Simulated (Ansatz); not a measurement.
The C3–H4 bond of CH5BSe (SMILES CB[SeH]) is stretched (multiplicity 1, the rest rigid).
Geometry at rest (charge 0, multiplicity 1):
```xyz
8

B     -0.153    -0.553     1.063
H     -1.132    -0.589     1.735
C      1.169    -1.264     1.482
H      0.979    -2.333     1.632
H      1.494    -0.888     2.458
H      2.000    -1.161     0.783
Se    -0.234     0.425    -0.598
H     -1.635     0.865    -0.493
```

Frozen-core correlation. Filled d and f shells under p-block atoms count as core.

Codes used: Ansatz (Gaussian basis) for Hartree–Fock, density functionals and correlated methods. Each number belongs to the level named beside it.

FIC-MRCISD+Q on CASSCF(2,2)/cc-pVTZ, total energies (hartree):

```json
[
 {"R (Å)": "1.096", "CASSCF": "-2465.413448", "MRCISD": "-2465.822258", "weight c² of the reference": "0.87147"},
 {"R (Å)": "1.918", "CASSCF": "-2465.314218", "MRCISD": "-2465.712659", "weight c² of the reference": "0.87044"},
 {"R (Å)": "3.507", "CASSCF": "-2465.257124", "MRCISD": "-2465.649263", "weight c² of the reference": "0.87145"}
]
```

Add the Davidson correction (E_MRCISD − E_CASSCF)(1 − c²)/c² and give the energies above the first point at the three levels.


Corrections (hartree): -0.060293, -0.059303, -0.057846. Above the first point (kcal/mol):
- R = 1.918 Å: CASSCF 62.3, MRCISD 68.8, with the correction 69.4
- R = 3.507 Å: CASSCF 98.1, MRCISD 108.6, with the correction 110.1

Ansatz is an electronic-structure program.
